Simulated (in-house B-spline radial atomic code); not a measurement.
The numbers below are computed, except where a source is named.
**Weak and strong correlation along the adiabatic connection**

Two-electron singlets in several external potentials (atomic units), by full CI in B-splines with partial waves to l = 8 (correlation energies up to 0.6 % small). The repulsion is scaled by λ at fixed density; W(λ) is the mean repulsion less the Hartree energy, W(0) = E_x, and the area under W from 0 to 1 is E_xc.

Relative drop (W(λ) − E_x)/E_x:

```
                            system  λ = 0.12  λ = 0.25  λ = 0.4  λ = 0.6  λ = 0.8   λ = 1
 −Z exp(−kr)/r, Z = 8.58, k = 2.01    0.0023    0.0047   0.0075   0.0112   0.0148  0.0183
 ω²r²/2 − Z/r, ω = 0.0131, Z = 1.5    0.0162    0.0324   0.0495   0.0701   0.0885  0.1050
   ω²r²/2 − Z/r, ω = 0.0119, Z = 1    0.0352    0.0672   0.0979   0.1310   0.1576  0.1794
                   ω²r²/2, ω = 0.1    0.0521    0.0951   0.1327   0.1693   0.1961  0.2165
−V exp(−r²/w²), V = 18.2, w = 11.3    0.0217    0.0428   0.0644   0.0893   0.1106  0.1289
                 ω²r²/2, ω = 0.131    0.0452    0.0839   0.1189   0.1543   0.1809  0.2016
   ω²r²/2 − Z/r, ω = 4.28, Z = 0.3    0.0070    0.0144   0.0226   0.0330   0.0428  0.0521
```

Order the systems by how far second-order (GL2) theory, half the initial slope (estimated from the first points of each curve), overshoots the correlation energy, least first.
A. ω²r²/2 − Z/r, ω = 0.0131, Z = 1.5
B. ω²r²/2, ω = 0.131
C. −V exp(−r²/w²), V = 18.2, w = 11.3
D. −Z exp(−kr)/r, Z = 8.58, k = 2.01
E. ω²r²/2 − Z/r, ω = 4.28, Z = 0.3
F. ω²r²/2, ω = 0.1
G. ω²r²/2 − Z/r, ω = 0.0119, Z = 1

D (GL2/E_c = 1.03), E (GL2/E_c = 1.10), A (GL2/E_c = 1.22), C (GL2/E_c = 1.31), G (GL2/E_c = 1.49), B (GL2/E_c = 1.67), F (GL2/E_c = 1.79).

What else changes along this order?

The ratio follows the bend of the curve. With it the leading natural occupation goes from 1.999 to 1.821 and −T_c/E_c from 0.97 to 0.56 between the first and the last.
